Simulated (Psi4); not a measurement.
The Psi4 input:
```
memory 2 GB

molecule mol {
0 1
Si    1.468642    0.528057    0.075411
Si   -0.451468   -0.735164   -0.161107
C    -2.000194    0.324208    0.148495
H     2.683665   -0.272308   -0.097516
H     1.555907    1.621109   -0.898862
H     1.577239    1.158068    1.395639
H    -0.505769   -1.870123    0.774015
H    -0.586066   -1.321562   -1.504098
H    -2.059930    1.149461   -0.556089
H    -1.993382    0.748704    1.148851
H    -2.910935   -0.259090    0.046834
}

set {
  basis cc-pvdz
  reference rhf
  freeze_core true
}

energy('mp4')
print_variables()
```

Problem. Give the nuclear repulsion energy at the level Psi4 with MP4/cc-pVDZ.

Solution. 150.5982 Eh

Problem. Estimate the total energy that MP4/cc-pVDZ returns for this input.

Solution. -620.8114 Eh

Problem. Predict the number of basis functions from MP4/cc-pVDZ.

Solution. 90

Problem. Estimate the MP2 correlation energy that MP4/cc-pVDZ returns for this input.

Solution. -0.3579 Eh

Problem. Roughly what does it cost on one core?

Solution. roughly 40 core-seconds.
